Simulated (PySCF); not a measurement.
Ranking problems on computed properties.

Species are written as SMILES; each is one conformer at its optimised geometry, gas phase, non-relativistic unless stated. Electronic properties by PySCF.

Dipoles, sizes and rotational constants follow the conformer. The torsions of the flexible species, by atom-mapped SMILES:
- `[CH3:1][O:2][CH2:3][c:4]1[cH:5][cH:6][cH:7][cH:8][n:9]1`: C1–O2–C3–C4 -70°, O2–C3–C4–C5 -39°
- `[CH3:1][CH2:2][CH2:3][CH2:4][P:5]([CH3:6])([CH3:7])=[O:8]`: C1–C2–C3–C4 -179°, C2–C3–C4–P5 174°, C3–C4–P5–C6 -176°
- `[CH3:1][CH2:2][O:3][C@@H:4]1[CH:5]=[CH:6][CH2:7]1`: C1–C2–O3–C4 -71°, C2–O3–C4–C5 -168°
- `[CH2:1]=[CH:2][P@:3](=[S:4])([CH:5]1[CH2:6][CH2:7]1)[C:8]([F:9])([F:10])[F:11]`: C1–C2–P3–S4 110°, C2–P3–C5–C6 97°, C2–P3–C8–F9 -61°
- `[CH:1]#[C:2][Si@@H:3]1[CH2:4][CH2:5][C@@H:6]1[C:7]([F:8])([F:9])[F:10]`: C5–C6–C7–F8 69°
- `[CH2:1]=[CH:2][P@@:3]1(=[O:4])[CH2:5][C@@H:6]1[CH3:7]`: C1–C2–P3–O4 1°
- `[CH2:1]=[CH:2][C:3](=[O:4])[CH:5]([CH3:6])[CH3:7]`: C1–C2–C3–O4 -3°, C2–C3–C5–C6 78°
- `[CH3:1][CH2:2][C@@H:3]([CH3:4])[P:5]=[C:6]=[O:7]`: C1–C2–C3–C4 173°, C2–C3–P5–C6 99°

The conformers of `OCC1CC=CC1` aren't listed.

(1) Rank by dipole moment, lowest first (PBE0/pcSseg-1 at GFN2-xTB geometries).
A. `COCc1ccccn1`
B. `CCO[C@@H]1C=CC1`
C. `C=C[P@](=S)(C1CC1)C(F)(F)F`
D. `CCCCP(C)(C)=O`
E. `C#C[Si@@H]1CC[C@@H]1C(F)(F)F`

(2) By how much do the two ends of that ranking differ?

(3) Rank by lowest singlet excitation, highest first (TDDFT B3LYP/def2-SVPD at GFN2-xTB geometries).
A. `C=CC(=O)C(C)C`
B. `C=C[P@@]1(=O)C[C@@H]1C`
C. `OCC1CC=CC1`
D. `C([C@@H](C)P=C=O)C`
E. `FN(F)F`

(4) Rank by lowest triplet excitation (Tamm–Dancoff), lowest first (TDA B3LYP/def2-SVPD at GFN2-xTB geometries).
A. `CC[C@@H](C)P=C=O`
B. `C=CC(=O)C(C)C`
C. `FN(F)F`
D. `OCC1CC=CC1`
E. `C=C[P@@]1(=O)C[C@@H]1C`

(5) By how much do the two ends of that ranking differ?

(6) Rank by electronic spatial extent ⟨r²⟩ about the centre of nuclear charge, highest first (B3LYP/def2-SVPD at GFN2-xTB geometries).
A. `C=CC(=O)C(C)C`
B. `[C@@H](C)(CC)P=C=O`
C. `FN(F)F`
D. `C=C[P@@]1(=O)C[C@@H]1C`

(7) Rank by static isotropic polarisability, highest first (B3LYP/def2-SVPD at GFN2-xTB geometries).
A. `C([C@@H](C)P=C=O)C`
B. `FN(F)F`
C. `C1(CO)CC=CC1`
D. `C1[P@@]([C@H]1C)(C=C)=O`
E. `C=CC(=O)C(C)C`

(8) Give the two extremes of that set as polarisability volumes in Å³.

(9) Rank by smallest rotational constant, lowest first (GFN2-xTB).
A. `CC[C@@H](C)P=C=O`
B. `CCO[C@@H]1C=CC1`
C. `C=C[P@](=S)(C1CC1)C(F)(F)F`
D. `C=C[P@@]1(=O)C[C@@H]1C`
E. `C#C[Si@@H]1CC[C@@H]1C(F)(F)F`
F. `COCC1=CC=CC=N1`

(10) By how much do the two ends of that ranking differ?

Answers

(1) B (1.32 D), A (1.92 D), E (2.41 D), D (3.95 D), C (4.47 D).

(2) By 3.15 D, between `C=C[P@](=S)(C1CC1)C(F)(F)F` and `CCO[C@@H]1C=CC1`.

(3) E (8.14 eV), C (6.30 eV), B (4.87 eV), A (3.57 eV), D (2.94 eV).

(4) A (2.59 eV), B (3.14 eV), E (4.00 eV), D (4.44 eV), C (6.80 eV).

(5) By 4.21 eV, between `FN(F)F` and `CC[C@@H](C)P=C=O`.

(6) B (1043 bohr²), D (977 bohr²), A (882 bohr²), C (198 bohr²).

(7) A (90.2 au), D (87.8 au), E (76.9 au), C (72.8 au), B (18.2 au).

(8) `FN(F)F`: 2.69 Å³; `CC[C@@H](C)P=C=O`: 13.36 Å³.

(9) C (0.689 GHz), E (0.774 GHz), F (0.977 GHz), A (1.214 GHz), D (1.364 GHz), B (1.459 GHz).

(10) By 0.770 GHz, between `CCO[C@@H]1C=CC1` and `C=C[P@](=S)(C1CC1)C(F)(F)F`.
